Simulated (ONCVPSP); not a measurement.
## How hard is this tantalum (Ta) ONCV potential?

ONCVPSP 4.0.1 input, shortened (lines: element, Z, core and valence counts, functional; n l f; lmax; l rc ep ncon nbas qcut; lloc lpopt rc5 dvloc0; l nproj debl; icmod fcfact rcfact), LDA (Perdew-Wang 92), fully relativistic:

```
  Ta 73.00   10    5  -001012      upf
    1    0    2.00
    2    0    2.00
    2    1    6.00
    3    0    2.00
    3    1    6.00
    3    2   10.00
    4    0    2.00
    4    1    6.00
    4    2   10.00
    4    3   14.00
    5    0    2.00
    5    1    6.00
    5    2    3.00
    6    0    1.75
    6    1    0.25
    3
    0    2.15    0.00    3    6    6.40
    1    2.35    0.00    4    8    5.90
    2    1.95    0.00    4    7    4.50
    3    1.95    0.32    3    7    5.50
    3    5    1.95    0.00
    0    3    1.20
    1    2    1.90
    2    1    3.90
    3    0    0.40
    3    4.75    1.65
```

Open shells are filled in proportion to 2j + 1.

**Question.** For each optimised wave give the share of its norm inside rc, the residual kinetic energy above qcut (Ha) and the cutoffs (Ha) for errors of 10, 1, 0.1 and 0.01 mHa per electron.

**Answer.**

```csv
wave,norm inside rc,residual KE,10 mHa,1 mHa,0.1 mHa,0.01 mHa
5s,0.989,2.3e-07,4.7,11.3,14.8,17.2
6s,0.147,3.0e-07,3.9,10.8,14.7,17.2
s projector 3,0.199,1.5e-06,5.9,13.4,16.5,18.9
5p j=3/2,0.968,1.1e-07,8.2,10.7,12.9,14.7
6p j=3/2,0.045,6.8e-08,5.2,8.0,10.3,12.2
5p j=1/2,0.984,6.8e-07,9.4,11.9,13.9,15.7
6p j=1/2,0.071,6.8e-08,6.5,9.5,12.0,14.0
5d j=5/2,0.462,4.0e-03,8.8,17.5,40.2,47.1
5d j=3/2,0.500,5.7e-03,9.3,20.5,41.8,48.3
f projector 1 j=7/2,0.011,6.8e-05,2.3,8.7,14.3,54.0
f projector 1 j=5/2,0.011,5.3e-05,2.3,8.2,13.7,51.6
```

The occupied waves need 20 Ha and 42 Ha for 1 and 0.1 mHa.
